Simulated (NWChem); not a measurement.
System: BeGeNH5; SMILES [NH2][Be][GeH3]

Parts of the log:

```
             Northwest Computational Chemistry Package (NWChem) 7.3.0
             --------------------------------------------------------

 C1  symmetry detected

                             Geometry "geometry" -> ""
                             -------------------------

 Output coordinates in angstroms (scale by  1.889725989 to convert to a.u.)

  No.       Tag          Charge          X              Y              Z
 ---- ---------------- ---------- -------------- -------------- --------------
    1 Be                   4.0000     0.00266347    -1.34046105    -0.00381099
    2 N                    7.0000    -0.00025561    -2.83927593     0.00006554
    3 H                    1.0000     0.82661104    -3.42528926     0.00306266
    4 H                    1.0000    -0.82891770    -3.42272401     0.00294702
    5 Ge                  32.0000     0.00031693     0.86318127    -0.00045036
    6 H                    1.0000    -1.35313562     1.47259446     0.46456655
    7 H                    1.0000     1.06324804     1.48593902     0.94828845
    8 H                    1.0000     0.27318800     1.50445474    -1.38966785

 Effective nuclear repulsion energy (a.u.)     128.2878807782

                                 NWChem DFT Module
                                 -----------------

 Summary of "ao basis" -> "ao basis" (spherical)
 ------------------------------------------------------------------------------
       Tag                 Description            Shells   Functions and Types
 ---------------- ------------------------------  ------  ---------------------
 Be                        def2-tzvp                 9       19   5s3p1d
 N                         def2-tzvp                11       31   5s3p2d1f
 H                         def2-tzvp                 4        6   3s1p
 Ge                        def2-tzvp                16       48   6s5p4d1f

            General Information
            -------------------
          SCF calculation type: DFT
          Wavefunction type:  closed shell.
          No. of atoms     :     8
          No. of electrons :    48
           Alpha electrons :    24
            Beta electrons :    24
          Charge           :     0
          Spin multiplicity:     1
          Use of symmetry is: off; symmetry adaption is: off
          Maximum number of iterations: 150
          AO basis - number of functions:   128
                     number of shells:    56
          Convergence on energy requested:  1.00D-06
          Convergence on density requested:  1.00D-05
          Convergence on gradient requested:  5.00D-04

              XC Information
              --------------
                         B3LYP Method XC Potential
                     Hartree-Fock (Exact) Exchange  0.200
                        Slater Exchange Functional  0.800 local
                    Becke 1988 Exchange Functional  0.720 non-local
              Lee-Yang-Parr Correlation Functional  0.810
                  VWN I RPA Correlation Functional  0.190 local

             Grid Information
             ----------------
          Grid used for XC integration:  medium
          Radial quadrature: Mura-Knowles
          Angular quadrature: Lebedev.
          Tag              B.-S. Rad. Rad. Pts. Rad. Cut. Ang. Pts.
          ---              ---------- --------- --------- ---------
          Be                  1.05       49          10.0       434
          N                   0.65       49          12.0       434
          H                   0.35       45          13.0       434
          Ge                  1.25      112          12.0       590
          Grid pruning is: on
          Number of quadrature shells:   435
          Spatial weights used:  Erf1

      Superposition of Atomic Density Guess
      -------------------------------------

 Sum of atomic energies:       -2146.68924004

      Non-variational initial energy
      ------------------------------

 Total energy =   -2147.730414
 1-e energy   =   -3244.943756
 2-e energy   =     968.925461
 HOMO         =      -0.345905
 LUMO         =       0.000511

     ---------------------------------------------
      Total Density - Mulliken Population Analysis
     ---------------------------------------------

    Atom       Charge   Shell Charges
 -----------   ------   -------------------------------------------------------
    1 Be   4     3.69   1.02  0.96  0.53  0.43  0.04  0.57  0.01  0.06  0.06
    2 N    7     7.95   0.82  1.16  0.58  0.83  0.10  1.69  2.00  0.76  0.00  0.00  0.00
    3 H    1     0.69   0.22  0.34  0.09  0.04
    4 H    1     0.69   0.22  0.34  0.09  0.04
    5 Ge  32    31.91   2.00  2.00  1.16  0.80  0.81  0.62  5.98  4.43  1.57  1.34  1.11  8.89  1.11  0.02  0.06  0.01
    6 H    1     1.02   0.22  0.54  0.26  0.01
    7 H    1     1.02   0.22  0.54  0.26  0.01
    8 H    1     1.02   0.22  0.54  0.26  0.01

   convergence    iter        energy       DeltaE   RMS-Dens  Diis-err
 ---------------- ----- ----------------- --------- --------- ---------
 d= 0,ls=0.0,diis     1  -2149.5489610920 -2.28D+03  6.88D-03  8.54D-01
 d= 0,ls=0.0,diis     2  -2149.5109749494  3.80D-02  4.14D-03  9.83D-01
 d= 0,ls=0.0,diis     3  -2149.6131739072 -1.02D-01  1.04D-03  1.33D-01
 d= 0,ls=0.0,diis     4  -2149.6265148857 -1.33D-02  2.44D-04  2.47D-03
 d= 0,ls=0.0,diis     5  -2149.6267086275 -1.94D-04  3.64D-05  9.71D-05
  Resetting Diis
 d= 0,ls=0.0,diis     6  -2149.6267148245 -6.20D-06  1.60D-05  8.95D-06
 d= 0,ls=0.0,diis     7  -2149.6267154393 -6.15D-07  6.69D-06  6.43D-07

         Total DFT energy =    -2149.626715439287
      One electron energy =    -3247.903261417458
           Coulomb energy =     1060.762046305311
    Exchange-Corr. energy =      -90.773381105385
 Nuclear repulsion energy =      128.287880778245

 Numeric. integr. density =       48.000018316810

                       DFT Final Molecular Orbital Analysis
                       ------------------------------------

 Vector   22  Occ=2.000000D+00  E=-3.232639D-01
              MO Center= -2.5D-01,  1.2D+00,  4.0D-01, r^2= 2.4D+00
   Bfn.  Coefficient  Atom+Function         Bfn.  Coefficient  Atom+Function
  ----- ------------  ---------------      ----- ------------  ---------------
    78      0.326786  5 Ge px               112     -0.247204  6 H  s
   118      0.200387  7 H  s                 81      0.198520  5 Ge px
    72     -0.161450  5 Ge px               113     -0.161165  6 H  s
   111     -0.152379  6 H  s                119      0.130098  7 H  s
   117      0.123599  7 H  s                 69      0.062541  5 Ge px

 Vector   23  Occ=2.000000D+00  E=-2.785241D-01
              MO Center= -3.5D-04,  2.2D-01,  2.1D-05, r^2= 2.5D+00
   Bfn.  Coefficient  Atom+Function         Bfn.  Coefficient  Atom+Function
  ----- ------------  ---------------      ----- ------------  ---------------
    79      0.350656  5 Ge py                 7      0.315588  1 Be py
     3     -0.196585  1 Be s                 82      0.193322  5 Ge py
    73     -0.171634  5 Ge py                 4     -0.146217  1 Be s
     2      0.101860  1 Be s                112      0.100082  6 H  s
    67     -0.099140  5 Ge s                118      0.098112  7 H  s

 Vector   24  Occ=2.000000D+00  E=-2.708004D-01
              MO Center=  4.0D-03, -2.7D+00, -6.2D-03, r^2= 1.4D+00
   Bfn.  Coefficient  Atom+Function         Bfn.  Coefficient  Atom+Function
  ----- ------------  ---------------      ----- ------------  ---------------
    27      0.399963  2 N  pz                30      0.346902  2 N  pz
    33      0.322029  2 N  pz                 8     -0.166159  1 Be pz
    14      0.064811  1 Be pz               124      0.036939  8 H  s
   125      0.029922  8 H  s                 83     -0.029052  5 Ge pz
    80     -0.026952  5 Ge pz               118     -0.025095  7 H  s

 Vector   25  Occ=0.000000D+00  E=-3.172830D-02
              MO Center=  1.2D-02, -8.3D-01, -4.1D-03, r^2= 4.1D+00
   Bfn.  Coefficient  Atom+Function         Bfn.  Coefficient  Atom+Function
  ----- ------------  ---------------      ----- ------------  ---------------
    12      0.554180  1 Be px                 6     -0.436109  1 Be px
   113      0.333434  6 H  s                 81      0.273554  5 Ge px
   119     -0.264207  7 H  s                 59      0.192049  4 H  s
    53     -0.184646  3 H  s                112      0.105775  6 H  s
   118     -0.082983  7 H  s                 78      0.074928  5 Ge px

 Vector   26  Occ=0.000000D+00  E=-1.748338D-02
              MO Center= -8.5D-03, -1.7D+00, -1.5D-02, r^2= 9.9D+00
   Bfn.  Coefficient  Atom+Function         Bfn.  Coefficient  Atom+Function
  ----- ------------  ---------------      ----- ------------  ---------------
     5      1.498242  1 Be s                  4     -1.113478  1 Be s
    68     -0.456753  5 Ge s                 24     -0.303167  2 N  s
    53      0.271515  3 H  s                 67     -0.271424  5 Ge s
    59      0.268719  4 H  s                 32      0.240578  2 N  py
    82     -0.217697  5 Ge py               119      0.208625  7 H  s

 Vector   27  Occ=0.000000D+00  E=-8.266125D-03
              MO Center= -5.9D-03, -6.2D-01,  2.4D-02, r^2= 4.5D+00
   Bfn.  Coefficient  Atom+Function         Bfn.  Coefficient  Atom+Function
  ----- ------------  ---------------      ----- ------------  ---------------
    14      0.516608  1 Be pz               125      0.484542  8 H  s
    83      0.461088  5 Ge pz                 8     -0.377443  1 Be pz
   119     -0.315852  7 H  s                 33     -0.281515  2 N  pz
    27     -0.158437  2 N  pz               113     -0.150498  6 H  s
    30     -0.122643  2 N  pz               124      0.122598  8 H  s

     ---------------------------------------------
      Total Density - Mulliken Population Analysis
     ---------------------------------------------

[...]
```

Level: B3LYP/def2-TZVP. Coordinates come from a B3LYP/6-31G* (spherical d) optimisation.

Problem. Which NWChem input produces such a log?

Solution. This is not unique; one that fits is the input that was run:
```
start job
memory heap 200 mb stack 900 mb global 1100 mb
geometry units angstroms noautoz
  Be     0.004711    -1.294518    -0.006332
  N     -0.000282    -2.793310     0.001866
  H      0.825774    -3.380460     0.005794
  H     -0.829749    -3.375596     0.007188
  Ge     0.005422     0.909126    -0.009319
  H     -1.346756     1.521755     0.455180
  H      1.070088     1.533137     0.936647
  H      0.277903     1.546016    -1.400628
end
basis spherical
  Be library def2-tzvp
  N library def2-tzvp
  H library def2-tzvp
  Ge library def2-tzvp
end
dft
  xc b3lyp
  iterations 150
  mulliken
end
task dft energy
```
